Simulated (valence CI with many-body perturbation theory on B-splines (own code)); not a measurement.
In28+ in three bases

Computed by relativistic CI+MBPT: three valence electrons over a frozen Dirac-Fock core [Ar], radial functions for each j: 7 s, 7 p, 8 d, 6 f, 4 g, 1 h, with the one-electron correlation potential Σ1, the two-electron term Σ2, the three-electron term Σ3, Breit, model QED; selected CI, second order for the rest, scaled by the run's own slope (own B-spline code, finite nucleus).

The last digits are not significant, and no measured levels were compared; by estimate large intervals hold to a few tenths of a per cent, small ones and those within an open d or f shell to about a per cent. Only levels of the ground parity were solved; by the run's estimate the other parity begins above the list, which can be wrong where configurations are misplaced.

The reference run has the lowest level (3d3/2^3) J=3/2 and an ionisation energy of 1575.95 eV. Its largest variational space holds 4830 state functions.

Levels are named by their leading jj configuration (3d3/2^4 stands for four electrons in 3d with j = 3/2), which in mixed levels can hold well under half, so a name can repeat and another be missing. Letters in brackets count levels of one name in rising energy.

Changed runs:
A. basis 6 s, 6 p, 5 d, 5 f, 1 g
B. basis 5 s, 5 p, 4 d, 4 f

Excitation energies of the reference run in cm⁻¹, and shifts in cm⁻¹:

```tsv
Level	Reference	A	B
(3d3/2^2 3d5/2) J=5/2	47829	-112	-179
(3d3/2^2 3d5/2) J=7/2	79161	-40	-33
(3d3/2^2 3d5/2) J=3/2	91243	+193	+416
(3d3/2^2 3d5/2) J=9/2	94830	+106	+260
(3d3/2^2 3d5/2) J=1/2	107049	+170	+396
(3d3/2 3d5/2^2) J=7/2 [a]	148953	+187	+404
(3d3/2 3d5/2^2) J=9/2	156767	+116	+341
(3d3/2 3d5/2^2) J=5/2 [a]	159524	+110	+259
(3d3/2 3d5/2^2) J=3/2 [a]	180980	+208	+388
(3d3/2 3d5/2^2) J=1/2	191729	+338	+720
(3d3/2 3d5/2^2) J=11/2	203529	+323	+794
(3d3/2 3d5/2^2) J=5/2 [b]	218972	+354	+641
Ionisation energy (eV)	1575.95	-0.05	-0.07
```
